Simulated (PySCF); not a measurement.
System: H₂F (cation, charge +1), singlet: symmetric bend, bond length relaxed. Scanned: H-F-H angle. Other coordinates (F-H bond length) were minimised at PBE0/def2-TZVP.

The free coordinates were minimised at PBE0/def2-TZVP in PySCF; the energy column is CCSD(T) on RHF/cc-pVTZ, 1 core orbital frozen (PySCF), in kJ/mol.

| a / ° | F-H bond length / Å | E |
|---|---|---|
| 180 | 0.962 | 76.6 |
| 172 | 0.962 | 74.1 |
| 164 | 0.962 | 67.0 |
| 156 | 0.962 | 56.1 |
| 148 | 0.962 | 42.9 |
| 140 | 0.962 | 28.9 |
| 132 | 0.963 | 16.0 |
| 124 | 0.963 | 5.8 |
| 116 | 0.964 | 0.0 |
| 108 | 0.966 | 0.0 |
| 100 | 0.969 | 7.0 |
| 92 | 0.973 | 22.1 |
| 84 | 0.979 | 46.1 |
| 76 | 0.987 | 80.2 |
| 68 | 0.998 | 125.3 |
| 60 | 1.014 | 183.2 |
